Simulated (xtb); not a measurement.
CH$_{3}$S (SMILES [CH2]S), doublet, geometry from GFN2-xTB, atoms displaced at random by about 0.02 Å a coordinate. Base run: GFN2-xTB (xtb).

The xtb input:
```
$ xtb mol.xyz --gfn 2 --uhf 1 --opt --json

# file mol.xyz
5

C     -0.99847878     0.47837173     0.14183486
S      0.47837842    -0.29145952    -0.05870133
H     -1.88211676    -0.16548560     0.03088181
H     -1.09923267     1.50210201     0.00751230
H      1.27178582     0.76660455     0.11552707
```

The base run was repeated with changes; each row names its change, and settings that it needs were set with it.

```tsv
change	ΔE vs base (kcal/mol)	optimiser steps
base	0.000	6
opt level = sloppy	0.007	4
engine = inertial	0.010	-
opt level = tight	0.000	6
opt level = lax	0.000	5
opt level = crude	0.027	3
opt level = extreme	0.000	8
alpb = ch2cl2	-2.62	6
engine = lbfgs	0.000	-
alpb = benzene	-2.35	6
```
